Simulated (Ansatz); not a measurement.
System: sum formula H2BO2, charge 0, multiplicity 2. It need not be the lowest isomer of its formula. 
Coordinates optimised at B3LYP-D3(BJ)/def2-TZVP (Ansatz, an electronic-structure program):
SMILES: [O]BO
```xyz
5

B      0.1210     0.4189    -0.0432
O      1.1353    -0.2769     0.4683
O     -1.1068    -0.0579    -0.3885
H      0.3850     1.5866    -0.1900
H     -1.2181    -1.0032    -0.2326
```
Charge 0, spin multiplicity 2.

Basis-set convergence of Hartree-Fock and MP2 correlation energies (hartree) with Ansatz. Cores are frozen in the correlated levels unless marked. Open shells are spin-unrestricted. No spin-orbit coupling. Non-relativistic.

```
basis    functions       E(HF)  E(corr, MP2)
-------  ---------  ----------  ------------
cc-pVDZ         52  -175.63883      -0.41004
cc-pVTZ        118  -175.69756      -0.52628
cc-pVQZ        225  -175.71123      -0.56891
cc-pV5Z        383  -175.71452      -0.58615
```

Extrapolating the two largest sets (X = 4 and 5) as X^-3: E(corr) = (125·(-0.58615) - 64·(-0.56891))/61 = -0.6042 Eh, an estimate of the basis-set limit. The largest set recovers 97.0 % of it, the smallest 67.9 %.
